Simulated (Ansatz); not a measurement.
A run on `[F][In]([Cl])[GeH3]` with other settings.

```yaml
crystal:
  periodic: [false, false, false]
  atoms:
    - {symbol: F, position_ang: [-0.080198, -2.315288, 1.635772]}
    - {symbol: In, position_ang: [0.587941, -0.889250, 0.730883]}
    - {symbol: Cl, position_ang: [3.036434, -0.797388, 1.295034]}
    - {symbol: Ge, position_ang: [-0.566164, 0.949320, -0.669657]}
    - {symbol: H, position_ang: [-1.004423, -0.028798, -1.850980]}
    - {symbol: H, position_ang: [-1.841175, 1.360666, 0.317680]}
    - {symbol: H, position_ang: [0.018755, 1.958548, -0.942963]}
basis:
  gaussian: {orbitals: def2-TZVP, fitting: {mean_field: def2-universal-jkfit}}
hamiltonian: {xc: {name: wB97M-V}}
scf: {lower_state_search: full}
```

```sh
$ ansatz run in.yaml --threads 4 --pin off --events-out ev --progress --plain --max-ram 10444MiB
```

Output, abridged:

```
Functional definition: wB97M-V
743 factors; integrals over basis functions are off by at most 1.6e0 eV
743 factors; integrals over basis functions are off by at most 7.3e-6 eV
mean field evaluation 1: about -76972.4718 eV, gradient 4.7e1 eV
mean field evaluation 2: about -76972.4790 eV, gradient 4.7e1 eV
mean field evaluation 4: about -76976.4041 eV, gradient 5.0e0 eV
mean field evaluation 8: about -76976.4684 eV, gradient 2.3e-1 eV
mean field evaluation 16: about -76976.4685 eV, gradient 8.2e-5 eV
mean field -76976.46853628 eV, -2828.8330421839 hartree, gradient 8.2e-5 eV, S^2 0.000000; 0 other end points of the search recorded, 0 dependent functions left out
reference -76976.46861160 eV, -2828.8330449520 hartree; 41, 41 occupied and 143, 143 virtual orbitals, 743 factors
Total energy: -76976.46861160 eV, -2828.8330449520 hartree
```

Hardware: 4 threads of an Arm Neoverse V1 on a shared host. Wall time 9 s, peak host memory 0.7 GiB.
